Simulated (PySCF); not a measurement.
Calculated properties of `CC#C[C@@](C)([SiH3])[C@@H](F)[SiH3]`

Compound: C6H13FSi2.
SMILES with atom numbers: `[CH3:1][C:2]#[C:3][C@@:4]([CH3:5])([SiH3:6])[C@@H:7]([F:8])[SiH3:9]` (hydrogens: H10, H11, H12 on C1; H13, H14, H15 on C5; H16, H17, H18 on Si6; H19 on C7; H20, H21, H22 on Si9)

Structural features include: alkyne, C–F bond, Si–H bond and C–Si bond.

From GFN2-xTB geometry:

- Point group of the GFN2-xTB geometry: C1
- Rotational constants A, B, C of the GFN2-xTB geometry: 1.074, 0.995, 0.684 GHz

From PBE0/pcSseg-1 ground state and GIAO shieldings, non-relativistic (PySCF):

- Dipole moment: 1.88 D
- HOMO energy: -7.11 eV
- LUMO energy: 0.50 eV
- HOMO–LUMO gap: 7.61 eV
- Lowest Hirshfeld atomic charge: -0.11 e on C5
- Highest Hirshfeld atomic charge: +0.30 e on Si6/Si9
- 13C chemical shifts (computed TMS as zero) by class: 98.0 (C7), 89.4 (C3), 89.0 (C2), 27.3 (C4), 23.7 (C5), 4.9 (C1) ppm
- 1H chemical shifts (computed TMS as zero) by class: 4.75 (H19), 4.01 (H16/H17/H18), 4.01 (H20/H21/H22), 2.08 (H10/H11/H12), 1.23 (H13/H14/H15) ppm
- Isotropic shieldings of nuclei other than C and H, by class: 394 (F8), 403 (Si6), 429 (Si9) ppm
- Mayer bond orders between heavy atoms: C1–C2 1.25, C2–C3 2.62, C3–C4 0.86, C4–C5 1.02, C4–Si6 0.82, C4–C7 0.98, C7–F8 0.82, C7–Si9 0.85

Monoisotopic mass (most abundant isotopes): 160.0540 u.

The rotational constants make it an asymmetric top with κ = (2B − A − C)/(A − C) = 0.6, nearer the oblate limit (+1). The dipole matches unit charges of opposite sign 0.39 Å apart (1 e·Å = 4.8032 D). A dipole of 1.88 D is allowed in C1, and pure rotational transitions are dipole-allowed. With B = h/(8π²I), that is 505.379 GHz u Å² over I, the principal moments of inertia are 470.6, 508.0 and 738.4 u Å² (most abundant isotopes).

The structure is a single GFN2-xTB conformer in the gas phase; no vibrational or solvent corrections. NMR classes are plain means over equivalent atoms (diastereotopic ones count apart unless rotation or inversion swaps them), as if these changed places fast; in this geometry the members of some classes differ.

Shape of the structure used: `[CH3:1][C:2]#[C:3][C@@:4]([CH3:5])([SiH3:6])[C@@H:7]([F:8])[SiH3:9]`: C3–C4–C7–F8 -85°.
